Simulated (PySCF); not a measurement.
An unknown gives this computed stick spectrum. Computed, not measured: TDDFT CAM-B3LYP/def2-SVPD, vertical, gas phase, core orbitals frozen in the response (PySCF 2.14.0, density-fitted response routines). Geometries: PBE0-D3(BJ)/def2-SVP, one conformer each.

```json
{"state": "S1", "ν̃ (cm⁻¹)": "51310", "f": "0.037", "main configurations (H = HOMO, L = LUMO)": "H→L (78%)"}
{"state": "S2", "ν̃ (cm⁻¹)": "54030", "f": "0.019", "main configurations (H = HOMO, L = LUMO)": "H-1→L (55%), H→L+2 (12%)"}
{"state": "S3", "ν̃ (cm⁻¹)": "55550", "f": "0.152", "main configurations (H = HOMO, L = LUMO)": "H→L+1 (56%), H-1→L (12%)"}
{"state": "S4", "ν̃ (cm⁻¹)": "56780", "f": "0.0030", "main configurations (H = HOMO, L = LUMO)": "H-2→L (67%)"}
{"state": "S5", "ν̃ (cm⁻¹)": "58140", "f": "0.063", "main configurations (H = HOMO, L = LUMO)": "H→L+2 (41%), H-1→L (14%), H→L+1 (8%)"}
{"state": "S6", "ν̃ (cm⁻¹)": "59010", "f": "0.017", "main configurations (H = HOMO, L = LUMO)": "H→L+3 (34%), H-1→L+2 (24%), H→L+1 (14%)"}
{"state": "S7", "ν̃ (cm⁻¹)": "59520", "f": "0.021", "main configurations (H = HOMO, L = LUMO)": "H-1→L+1 (41%), H→L+4 (23%), H-3→L (9%)"}
{"state": "S8", "ν̃ (cm⁻¹)": "59990", "f": "0.017", "main configurations (H = HOMO, L = LUMO)": "H→L+3 (25%), H-1→L+2 (19%), H→L+4 (18%)"}
{"state": "S9", "ν̃ (cm⁻¹)": "60930", "f": "0.094", "main configurations (H = HOMO, L = LUMO)": "H-3→L (50%), H→L+4 (11%)"}
{"state": "S10", "ν̃ (cm⁻¹)": "61420", "f": "0.085", "main configurations (H = HOMO, L = LUMO)": "H-1→L+2 (25%), H→L+2 (17%), H-3→L (11%)"}
```

Triplets computed (Tamm–Dancoff): 5.71, 5.94, 6.15, 6.40 eV.

Task: Which structure fits?
A. `C[C@H]([SiH3])C[SiH3]`
B. `[SiH3][SiH]([SiH3])CCl`
C. `CC(C)[SiH2][SiH3]`

Result: B. Its S1, at 6.36 eV, is the lowest among the candidates; the nearest of the others has S1 at 7.07 eV. S1 is HOMO→LUMO (78%). Löwdin shares by element: HOMO silicon 61%, chlorine 19% (atoms not listed hold the other 20%); LUMO silicon 35% or more, chlorine 20%, carbon 11% (atoms not listed hold the other 34%). At the same level the other candidates give, for their lowest levels:
- `C[C@H]([SiH3])C[SiH3]`: 7.19 eV (f 0.001); 7.92 eV (f 0.126); 8.01 eV (f 0.010); 8.04 eV (f 0.010); 8.33 eV (f 0.335); HOMO -9.10, LUMO 0.99 eV
- `CC(C)[SiH2][SiH3]`: 7.07 eV (f 0.031); 7.34 eV (f 0.014); 7.51 eV (f 0.052); 7.62 eV (f 0.007); 7.88 eV (f 0.257); T1 6.28 eV; HOMO -9.12, LUMO 1.03 eV

The values belong to the conformer `[SiH3:1][SiH:2]([SiH3:3])[CH2:4][Cl:5]`: Si1–Si2–C4–Cl5 52°.

Without π bonds the low states are Rydberg-like; a valence basis with one diffuse set may place them up to an eV too high.
